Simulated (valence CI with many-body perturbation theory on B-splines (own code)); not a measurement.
The numbers below are computed, except where a source is named.
**From CI to CI+MBPT in Sb28+**

Level of theory: relativistic CI+MBPT: five valence electrons over a frozen Dirac-Fock core [Ar], radial functions for each j: 7 s, 7 p, 8 d, 6 f, 4 g, 1 h, with the one-electron correlation potential Σ1 (screened to all orders), the two-electron term Σ2, the three-electron term Σ3, Breit, model QED; selected single and double excitations, second order for the rest (own B-spline code, finite nucleus).

No measured spectrum was set against this ion. As an estimate, large intervals hold to a few tenths of a per cent, small ones and those within an open d or f shell to about a per cent. Only levels of the ground parity were solved; by the run's estimate the other parity begins above the list, which can be wrong where configurations are misplaced.

Each rung adds one term. CI alone is the Dirac-Coulomb CI over the frozen core; QED comes last and gives the full result, which names the levels. Energies are above (3d3/2^3 3d5/2^2) J=5/2 [a] on the same rung, in eV.

Levels are named by their leading jj configuration (3d3/2^4 stands for four electrons in 3d with j = 3/2), which in mixed levels can hold well under half, so a name can repeat and another be missing. Letters in brackets count levels of one name in rising energy.

| Level | CI alone | + Σ1 | + Σ2 | + Σ3 | + Breit | Full |
| --- | --- | --- | --- | --- | --- | --- |
| (3d3/2^4 3d5/2) J=5/2 | 11.000 | 10.989 | 10.629 | 10.482 | 10.654 | 10.646 |
| (3d3/2^3 3d5/2^2) J=7/2 | 16.755 | 16.789 | 16.523 | 16.419 | 16.239 | 16.247 |
| (3d3/2^3 3d5/2^2) J=3/2 | 17.308 | 17.341 | 16.873 | 16.719 | 16.762 | 16.768 |
| (3d3/2^3 3d5/2^2) J=11/2 | 17.818 | 17.859 | 17.819 | 17.646 | 17.051 | 17.061 |
| (3d3/2^3 3d5/2^2) J=5/2 [b] | 18.993 | 19.059 | 18.808 | 18.703 | 18.533 | 18.551 |
| (3d3/2^3 3d5/2^2) J=9/2 | 19.198 | 19.254 | 19.117 | 19.012 | 18.582 | 18.597 |
| (3d3/2^3 3d5/2^2) J=1/2 | 20.483 | 20.542 | 20.088 | 19.949 | 19.870 | 19.885 |
| (3d3/2^2 3d5/2^3) J=7/2 [a] | 24.001 | 24.079 | 23.672 | 23.583 | 23.252 | 23.274 |
| (3d3/2^3 3d5/2^2) J=5/2 [c] | 24.774 | 24.851 | 24.399 | 24.336 | 24.085 | 24.108 |
| (3d3/2^2 3d5/2^3) J=7/2 [b] | 27.565 | 27.642 | 27.138 | 26.909 | 26.568 | 26.589 |
| (3d3/2^2 3d5/2^3) J=11/2 | 27.255 | 27.361 | 27.539 | 27.321 | 26.565 | 26.597 |
| (3d3/2^2 3d5/2^3) J=3/2 [a] | 28.366 | 28.459 | 27.962 | 27.888 | 27.620 | 27.648 |
| (3d3/2^2 3d5/2^3) J=1/2 [a] | 28.365 | 28.491 | 28.085 | 28.035 | 27.731 | 27.772 |
| (3d3/2^2 3d5/2^3) J=9/2 [a] | 29.453 | 29.550 | 29.223 | 29.099 | 28.528 | 28.556 |
| (3d3/2^2 3d5/2^3) J=3/2 [b] | 29.676 | 29.791 | 29.473 | 29.315 | 29.054 | 29.089 |
| (3d3/2^2 3d5/2^3) J=13/2 | 30.273 | 30.393 | 30.661 | 30.403 | 29.270 | 29.307 |
| (3d3/2^2 3d5/2^3) J=5/2 [a] | 31.736 | 31.858 | 31.422 | 31.351 | 30.954 | 30.990 |
| (3d3/2^2 3d5/2^3) J=9/2 [b] | 34.913 | 35.038 | 34.875 | 34.664 | 34.037 | 34.074 |
| (3d3/2^2 3d5/2^3) J=5/2 [b] | 36.046 | 36.199 | 35.877 | 35.745 | 35.292 | 35.341 |
| (3d3/2^2 3d5/2^3) J=7/2 [c] | 36.652 | 36.781 | 36.194 | 36.116 | 35.443 | 35.480 |
| (3d3/2^2 3d5/2^3) J=5/2 [c] | 38.785 | 38.945 | 38.456 | 38.324 | 37.841 | 37.891 |
| (3d3/2^2 3d5/2^3) J=3/2 [c] | 39.153 | 39.304 | 38.639 | 38.321 | 37.888 | 37.933 |
| (3d3/2^2 3d5/2^3) J=7/2 [d] | 39.864 | 40.020 | 39.596 | 39.512 | 38.843 | 38.891 |
| (3d3/2^2 3d5/2^3) J=1/2 [b] | 41.767 | 41.898 | 40.734 | 40.702 | 40.391 | 40.428 |
| (3d3/2 3d5/2^4) J=7/2 [a] | 42.798 | 42.990 | 42.647 | 42.468 | 41.705 | 41.767 |
| (3d3/2 3d5/2^4) J=9/2 | 43.439 | 43.615 | 43.293 | 43.132 | 42.314 | 42.368 |
| (3d3/2 3d5/2^4) J=11/2 | 43.653 | 43.862 | 44.088 | 43.795 | 42.614 | 42.683 |
| (3d3/2 3d5/2^4) J=3/2 [a] | 46.798 | 46.968 | 46.189 | 46.127 | 45.710 | 45.762 |
| (3d3/2 3d5/2^4) J=5/2 | 48.911 | 49.135 | 48.681 | 48.291 | 47.477 | 47.549 |
| (3d3/2^2 3d5/2^3) J=9/2 [c] | 51.890 | 52.068 | 51.340 | 51.242 | 50.460 | 50.512 |
| (3d5/2^5) J=5/2 | 52.321 | 52.543 | 51.810 | 51.786 | 51.073 | 51.143 |

Problem. How does the ionisation energy move along the ladder, and which term matters most?

Solution. CI alone 1594.2, + Σ1 1596.5, + Σ2 1605.7, + Σ3 1605.7, + Breit 1605.7, + QED 1605.7 eV. The largest step is Σ2, 9.2 eV. NIST lists 1606 ± 4 eV (theoretical).
